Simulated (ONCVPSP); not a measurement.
## N (Z = 7): one change to an ONCV potential, before and after

```json
{
  "Element": "N (Z = 7)",
  "Generator": "ONCVPSP 4.0.1",
  "Type": "optimised norm-conserving Vanderbilt (ONCV)",
  "Functional": "PBE",
  "Relativity": "scalar-relativistic",
  "Frozen core": "[He]",
  "Valence charge": "5",
  "Reference configuration": "2s2 2p3",
  "Partial waves": "2s: rc 0.85 bohr, ncon 5, nbas 10, qcut 6.5 1/bohr, 2 projectors, debl 1.9 Ha; 2p: rc 2.00 bohr, ncon 5, nbas 8, qcut 8.7 1/bohr, 2 projectors, debl 4 Ha",
  "Local potential": "polynomial inside 0.85 bohr (lpopt 5, dvloc0 0 Ha)",
  "Core correction": "Teter function, fcfact 5.5, rcfact 1.25"
}
```

All-electron outer shells of the reference configuration (PBE, scalar-relativistic, ld1.x):

```tsv
shell	level (eV)	outermost node (bohr)	outermost maximum (bohr)
1s	-384.72	–	0.15
2s	-18.58	0.32	1.02
2p	-7.09	–	0.98
```

Change: core correction Teter function, fcfact 5.5, rcfact 2.04.

Cutoffs: the cutoffs (Ha) at which the residual kinetic energy of the hardest occupied pseudo-wave falls to 1 and 0.1 mHa per electron; they do not see the model core or the augmentation charge, which bear on the density cutoff. Errors are all-electron minus pseudo energies relative to the spin-unpolarised reference configuration.

Predict the effect on cutoff, ghosts and configuration errors.

The potential gets neither clearly harder nor softer (53 Ha and 291 Ha → 53 Ha and 291 Ha); of the 4 tests that both files solve, the error grows in 0 and shrinks in 2 by more than 15 % and 0.3 meV (median size 147.2 → 122.3 meV); neither file shows a bound ghost. A model core, the more so a compact one, raises the density cutoff, which this test does not measure.

```tsv
quantity	base	changed
cutoff, loose	53 Ha	53 Ha
cutoff, tight	291 Ha	291 Ha
bound ghosts	none	none
GHOST(+) flags under 300 eV	none	none
error for 2s2 2p2, meV [ΔE 13.59 eV]	+31	+27
error for 2s2 2p1, meV [ΔE 42.44 eV]	+264	+217
error for 2s2 2p0, meV [ΔE 89.53 eV]	+1078	+803
error for 2s2 2p2.5, meV [ΔE 5.09 eV]	+4.6	+4.4
s: phases at 0.86 bohr within 0.05 rad from the reference energy up to (Ha; the scan ends near 5)	to the end of the scan	to the end of the scan
p: phases at 2.03 bohr within 0.05 rad from the reference energy up to (Ha; the scan ends near 5)	to the end of the scan	to the end of the scan
rms error of d²Exc/dni dnj with the model core, mHa	1.93	3.50
```
